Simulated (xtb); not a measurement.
SiHCl, SMILES [SiH]Cl (connectivity only; charge and spin as stated), neutral, multiplicity 1. All values are semi-empirical tight-binding results from xtb (GFN2-xTB unless named), good for trends rather than for accurate numbers. Coordinates come from a GFN2-xTB optimisation. The isomer is the one that the SMILES or the coordinates give; other isomers of the formula were not compared.

The point group as xtb finds it is Cs and the orbital gap comes out as 2.37 eV. The dipole moment comes out as 1.29 D, the zero-point energy is 4.6 kcal/mol and the G − E(el) at 298.15 K (modified RRHO) is -10.8 kcal/mol. The static polarisability (D4 model) is 48.3 bohr³. The solvation energy, GFN2-xTB/ALPB(water) is 0.5 kcal/mol and the solvation energy, GFN2-xTB/ALPB(hexane) is -0.7 kcal/mol.
